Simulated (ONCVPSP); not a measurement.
# promethium (Pm), ONCV: configuration errors across variants

```json
{"Element": "Pm (Z = 61)", "Generator": "ONCVPSP 4.0.1", "Type": "optimised norm-conserving Vanderbilt (ONCV)", "Functional": "PBE", "Relativity": "fully relativistic", "Frozen core": "[Kr] 4d10 4f4", "Valence charge": "11", "Reference configuration": "5s2 5p6 5d1 (charge +2)", "Partial waves": "5s: rc 1.55 bohr, ncon 4, nbas 7, qcut 3.9 1/bohr, 2 projectors, debl 0.9 Ha; 5p: rc 2.75 bohr, ncon 3, nbas 7, qcut 4.9 1/bohr, 2 projectors, debl 3.5 Ha; 5d: rc 3.75 bohr, ncon 5, nbas 9, qcut 4.3 1/bohr, 2 projectors, debl 3.6 Ha", "Local potential": "polynomial inside 1.45 bohr (lpopt 4, dvloc0 -1 Ha)", "Core correction": "polynomial model core, fcfact 0.2"}
```

Open shells are filled in proportion to 2j + 1.

In the s channel the program set the typed energies aside and used -2.148, 0.250 Ha. In the p channel the program set the typed energies aside and used -1.379, 0.050 Ha (j = l + 1/2; the other j can differ).

All-electron excitation energies from the reference (eV): (1) 5s2 5p6 5d1 6s2 -17.962; (2) 5s2 5p6 5d1 6s1 -11.602; (3) 5s2 5p6 5d0 19.600; (4) 5s2 5p6 5d1 6s1 6p1 -15.315.

Errors AE − PS in meV (a dash: test not solved or not reliable):

| change | (1) | (2) | (3) | (4) | bound ghosts | GHOST(+) flags above zero |
| --- | --- | --- | --- | --- | --- | --- |
| base | +11 | +2.1 | -4.5 | +6.5 | none | s, d5/2, d3/2 |
| d: rc 2.8 | -12 | -4.7 | -38 | -6.9 | none | s |
| d: rc 3.34 | -13 | -5.3 | -26 | -7.8 | none | s, d5/2, d3/2 |
| d: rc 3.84 | +3.5 | -0.4 | +0.4 | +2.1 | none | s, d5/2, d3/2 |
| d: rc 4.86 | -37 | -13 | +120 | -25 | none | s |
| d: rc 5.5 | -51 | -16 | +219 | -37 | none | s, d5/2, d3/2 |

Task: Give the same row for: d: rc 4.32.

Result: -24, -9.2, +44, -15; bound ghosts: none; GHOST(+) flags above zero: s.
